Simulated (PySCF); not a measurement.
A series of derivatives of [SiH3]N[SiH]1C=CC=C1

Parent skeleton `[SiH3:1][NH:2][SiH:3]1[CH:4]=[CH:5][CH:6]=[CH:7]1`; one hydrogen on atom 5 is replaced by X. Hydrogens on one atom are averaged.

Computational details: geometry from GFN2-xTB, shielding tensors at PBE0/pcSseg-1 (GIAO), in PySCF 2.14.0 with density-fitted response routines (single conformer, gas phase, relativity neglected, averaged over atoms made equivalent by symmetry, fast rotation or ring inversion).

Chemical shifts δ = σref − σ; TMS for 29Si, 13C, 1H; 15N against NH3, all at this level.

Parent (X = H): Si1 -53.9, N2 -0.1, Si3 -18.2, C4 136.3, C5 155.2, C6 155.2, C7 136.3, H(Si1) 4.86, H(Si3) 5.12 ppm. Effects are Δδ = δ(X) − δ(H), positive for deshielding.

Order these by the shift of C6, most shielded first.
A. X = COOH
B. X = CH2SiH3
C. X = C(S)CH3

Answers

A (-1.3 ppm), B (+0.7 ppm), C (+2.6 ppm).

Experimental scales use liquid or dissolved standards, which lie at an offset from isolated NH3 (liquid NH3: subtract about 20 ppm).
